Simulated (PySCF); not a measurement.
## Where the electron goes

Compound: Si(vinyl)3Ph, C₁₂H₁₄Si.
Cartesian coordinates in Å at the PBE0-D3(BJ)/def2-SVP level; atoms count from 1:
```
atom  x, y, z in Å
Si1    0.5841    0.8453    0.5074
C2     0.6124    0.7882    2.3823
C3     0.2901   -0.2808    3.1200
H4     0.9437    1.6932    2.9113
H5    -0.0462   -1.2173    2.6602
H6     0.3463   -0.2720    4.2147
C7     2.3532    0.8797   -0.1166
C8     2.7986    1.7312   -1.0481
H9     3.0658    0.1598    0.3097
H10    2.1355    2.4725   -1.5095
H11    3.8385    1.7287   -1.3950
C12   -0.2906    2.4051   -0.0558
C13   -1.2597    2.4267   -0.9788
H14    0.0154    3.3614    0.3915
H15   -1.6120    1.5076   -1.4614
H16   -1.7479    3.3569   -1.2920
C17   -0.3066   -0.6663   -0.1730
C18   -1.6052   -0.9848    0.2591
C19   -2.2838   -2.0877   -0.2552
C20   -1.6740   -2.8957   -1.2154
C21   -0.3880   -2.5935   -1.6597
C22    0.2864   -1.4875   -1.1427
H23   -2.0954   -0.3587    1.0108
H24   -3.2935   -2.3191    0.0935
H25   -2.2044   -3.7618   -1.6191
H26    0.0923   -3.2219   -2.4141
H27    1.2924   -1.2548   -1.5038
```

The calculation used TDDFT B3LYP/def2-SVPD, vertical, gas phase, core orbitals frozen in the response (PySCF).

Kohn–Sham orbitals with the atoms that hold most of them (Löwdin shares over 4%, at most four atoms; ? is withheld):

```
orbital  ε (eV)                               atoms
 HOMO-3   -7.52     C13 26%, C12 26%, C2 10%, C3 8%
 HOMO-2   -7.41      C2 21%, C3 20%, C7 18%, C8 16%
 HOMO-1   -7.11                                   ?
   HOMO   -7.06  C18 20%, C21 20%, C20 15%, C17 15%
   LUMO       ?                                   ?
 LUMO+1   -0.78  C17 20%, C20 20%, C18 13%, C21 11%
 LUMO+2   -0.56    C13 12%, C12 12%, C7 12%, C8 11%
```

Task: Which atoms hold the HOMO-1, and with what shares?

Result: C22 (bonded to 2 C and H) 24%; C19 (bonded to 2 C and H) 23%; C17 (bonded to 2 C and Si) 13%; C20 (bonded to 2 C and H) 13%.

Task: Give the leading atoms of the LUMO.

Result: C3 (bonded to C and 2 H) 18%; C2 (bonded to C, Si and H) 16%; C8 (bonded to C and 2 H) 11%; C13 (bonded to C and 2 H) 10%.

Task: What is the LUMO energy, and the HOMO–LUMO gap?

Result: ε(LUMO) = -0.93 eV; the gap is 6.14 eV (0.2255 hartree).

Task: How does S1 compare with the orbital gap of 6.14 eV?

Result: S1 is at 5.26 eV (f = 0.0025), 0.88 eV below the gap, made of HOMO-1→LUMO+1 (38%), HOMO→LUMO+3 (15%), HOMO→LUMO+1 (15%). Its leading pair isn't HOMO and LUMO; the energies of that pair differ by 6.33 eV. 

Task: Give energy, strength and leading configuration of S2 and S3, and follow the Löwdin shares of the leading atoms from the occupied to the empty orbital.

Result: 
- S2 (5.43 eV, f 0.0076), HOMO→LUMO (77%): C18 20% → at most 11%, C21 20% → at most 11%, C3 at most 15% → 18%, C2 at most 15% → 16%
- S3 (5.53 eV, f 0.0010), HOMO-1→LUMO (78%): C22 24% → at most 11%, C19 23% → at most 11%, C3 at most 13% → 18%, C2 at most 13% → 16%

Löwdin shares depend on the basis, the more so with diffuse functions.

One conformer stands for the species.
